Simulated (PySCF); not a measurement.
# Bonding in (OH)1Al(OSiH2)2O

(OH)1Al(OSiH2)2O.
Geometry (PBE0-D3(BJ)/def2-SVP, Å), atoms numbered from 1 in this order:
```
atom  x, y, z in Å
Al1   -0.9560   -0.5508    1.0853
O2    -1.9947   -1.1159    2.2813
O3     0.7062   -0.2206    1.3109
Si4    1.7757    0.3769    0.1949
O5     0.9676    0.5700   -1.2474
Si6   -0.5939    0.3270   -1.7775
O7    -1.4874   -0.2446   -0.5057
H8    -1.7590   -1.2936    3.1923
H9     2.8939   -0.5844   -0.0016
H10    2.2870    1.7012    0.6416
H11   -1.1473    1.6261   -2.2457
H12   -0.5766   -0.6741   -2.8776
```

Bond orders from the PBE0/pcSseg-1 (pcSseg-2 on Al) density (PySCF). One conformer (not necessarily the lowest) at the PBE0-D3(BJ)/def2-SVP geometry, without solvent, vibrations or thermal averaging.

Q: Set the Mayer orders of the bonds beside their lengths.

A: 
```tsv
bond	length (Å)	Mayer order
Al1–O2	1.682	1.098
Al1–O3	1.710	0.917
Al1–O7	1.705	0.927
O2–H8	0.958	0.904
O3–Si4	1.657	0.977
Si4–O5	1.664	0.910
Si4–H9	1.488	0.901
Si4–H10	1.488	0.901
O5–Si6	1.667	0.901
Si6–O7	1.656	0.976
Si6–H11	1.488	0.902
Si6–H12	1.487	0.902
```

By pair of heavy elements: Al–O: lowest Al1–O3 (0.917, 1.710 Å), highest Al1–O2 (1.098, 1.682 Å). O–Si: lowest O5–Si6 (0.901, 1.667 Å), highest O3–Si4 and Si6–O7 (0.977, 1.657 Å). Bonds named together lie within 0.004.

Q: Sum the orders of all bonds at each heavy atom with more than one neighbour.

A: Al1 2.942, O2 2.002, O3 1.894, Si4 3.689, O5 1.811, Si6 3.681, O7 1.903. Orders between atoms that aren't bonded are not in these sums.

Mayer orders depend on the basis set.
